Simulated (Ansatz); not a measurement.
System: SiH2Cl, charge 1, singlet. SiH2Cl+ (parent SMILES [SiH2]Cl, singlet).
B3LYP-D3(BJ)/def2-TZVP minimum from Ansatz (a first-principles code):
```
Si
H 1 1.4659
H 1 1.4659 2 123.46
Cl 1 1.9544 2 118.27 3 180.00
```
Charge +1, spin multiplicity 1.

Total energies in aug-cc-pV(D+d)Z, 12 correlated electrons, 10 frozen orbitals. Open shells are spin-unrestricted; no spin-orbit coupling. Correlated methods leave the cores frozen. No relativity. The spin of H2ClSi+ (parent SMILES [SiH2]Cl, singlet) was assumed, and the state is the lowest solution found for it.

```json
[
 {"method": "HF", "program": "Ansatz", "energy (Eh)": "-749.33758", "minus CCSDT(Q) (mEh)": "270.14"},
 {"method": "MP2", "program": "Ansatz", "energy (Eh)": "-749.56766", "minus CCSDT(Q) (mEh)": "40.06"},
 {"method": "CCSD", "program": "Ansatz", "energy (Eh)": "-749.59841", "minus CCSDT(Q) (mEh)": "9.31"},
 {"method": "CCSD(T)", "program": "Ansatz", "energy (Eh)": "-749.60628", "minus CCSDT(Q) (mEh)": "1.45"},
 {"method": "CCSDT(Q)", "program": "Ansatz", "energy (Eh)": "-749.60772", "minus CCSDT(Q) (mEh)": "0.00"}
]
```

Rough core times of Ansatz's runs on a shared machine: CCSD(T) under 20 s, CCSDT(Q) 2 min.
